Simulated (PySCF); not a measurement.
Si(F)(Cl)(OH)2 (ClFH2O2Si), SMILES O[Si](Cl)(F)O. Geometry optimised at r2SCAN-D4/def2-SVP. Other conformers were not sampled.

Method: r2SCAN-D4/def2-SVP (PySCF).

Harmonic wavenumbers (cm⁻¹): 97, 168, 236, 264, 321, 333, 341, 562, 766, 784, 864, 975, 1018, 3885, 3890. Rotational constants (GHz): 3.945, 2.405, 2.356; symmetry number 1.

Task: Work out the zero-point energy and the ideal-gas rigid-rotor harmonic-oscillator thermochemistry at 298.15 K and 1 atm.

Result: ZPE = ½ Σ hcν = ½ × 14503 cm⁻¹ = 20.73 kcal/mol. H − E(el) = 25.59 kcal/mol. Entropy in cal/(mol K): translation 40.17, rotation 27.07, vibration 14.53, total 81.77. G − E(el) = 1.21 kcal/mol. Cp = 23.96 cal/(mol K). Modes under 150 cm⁻¹ make the vibrational entropy uncertain.
